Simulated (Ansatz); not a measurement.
Species: C₉H₉B, SMILES `CB1C=c2ccccc2=C1` (charge 0, multiplicity 1).

**Question.** Give a relaxed geometry from Ansatz (an electronic-structure program) with PBE-D3(BJ)/def2-SVP.

**Answer.** the end point of this relaxation (outside a Z-matrix the atoms follow the SMILES, hydrogens last).
Z-matrix (Å, degrees):
```
C
C 1 1.3687
H 2 1.1001 1 122.96
C 1 1.4526 2 130.28 3 -0.06
C 4 1.3666 1 119.88 2 -179.96
H 5 1.1011 4 120.12 1 179.95
H 4 1.1011 5 121.01 6 -0.02
C 5 1.4658 6 118.10 4 -179.99
C 8 1.3667 5 121.81 6 179.99
H 9 1.1011 8 121.01 5 -179.97
H 8 1.1011 9 120.10 10 0.02
C 9 1.4525 10 119.11 8 179.97
C 12 1.3689 9 130.28 10 -0.02
H 13 1.1000 12 122.97 9 0.07
B 13 1.5958 14 130.75 12 -178.92
C 15 1.5597 13 127.79 14 -2.15
H 16 1.1081 15 114.85 13 25.36
H 16 1.1085 17 110.35 15 -131.29
H 16 1.1193 17 105.91 18 -113.80
```
